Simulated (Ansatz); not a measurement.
Ti3Si3. Charge 0, multiplicity 3. Geometry PBE-D4/def2-SVP; atoms count from 1.

```xyz
6

Ti    1.366    1.177   -0.470
Ti    0.617   -1.267   -0.502
Ti   -1.049    1.006    0.355
Si   -0.435    0.415   -1.942
Si    0.814   -0.010    1.610
Si   -1.312   -1.321    0.949
```

The charge 0 triplet is spin-contaminated (final ⟨S²⟩ up to 2.19, 2.00 for a pure state). The structure comes from a short search, and lower isomers may exist.

Q: Estimate the Mulliken populations from the PBE0/def2-TZVP orbitals of Ansatz.

A: 
```json
{"atom": "Ti1", "charge (e)": "0.24", "spin (α − β)": "1.91", "d electrons": "2.80"}
{"atom": "Ti2", "charge (e)": "0.38", "spin (α − β)": "0.29", "d electrons": "2.75"}
{"atom": "Ti3", "charge (e)": "0.38", "spin (α − β)": "0.24", "d electrons": "2.75"}
{"atom": "Si4", "charge (e)": "-0.41", "spin (α − β)": "-0.17", "d electrons": "–"}
{"atom": "Si5", "charge (e)": "-0.36", "spin (α − β)": "-0.21", "d electrons": "–"}
{"atom": "Si6", "charge (e)": "-0.23", "spin (α − β)": "-0.06", "d electrons": "–"}
```
Mulliken values and Mayer orders depend strongly on the basis.

Q: Where does the spin sit?

A: Summed by element: Ti 2.44, Si -0.44, of 2 unpaired in all. Largest on single atoms: Ti1 1.91, Ti2 0.29, Ti3 0.24.

Q: And the Mayer bond orders between bonded heavy atoms (over 0.3)?

A: Ti1–Ti2 1.02 (2.56 Å); Ti1–Ti3 1.02 (2.56 Å); Ti1–Si4 1.02 (2.45 Å); Ti1–Si5 0.91 (2.46 Å); Ti2–Ti3 0.67 (2.95 Å); Ti2–Si4 1.09 (2.45 Å); Ti2–Si5 0.94 (2.47 Å); Ti2–Si6 1.18 (2.41 Å); Ti3–Si4 1.10 (2.45 Å); Ti3–Si5 0.94 (2.47 Å); Ti3–Si6 1.18 (2.42 Å); Si5–Si6 0.59 (2.58 Å).
